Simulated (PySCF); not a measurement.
**Correlation energy of C⁻ (carbon, charge -1)**

[He] 2s2 2p3, high-spin 4S determinant. All numbers are calculated (PySCF 2.14, the non-relativistic Hamiltonian (point nucleus), in def2-QZVPPD (8s4p4d2f1g, 63 functions)). Frozen: nothing; 7 electrons correlated.

```tsv
level	correlation energy (mhartree)
CCSD	-136.54
(T)	-4.86
CCSD(T)	-141.40
```

Diagnostics: T1 = 0.0090, D1 = 0.0169, largest double amplitude 0.044.

Is a single reference adequate?

Yes: T1 lies below 0.03 and no double amplitude reaches 0.07.

This basis was not built for core-valence correlation, so the inner-shell part is incomplete.
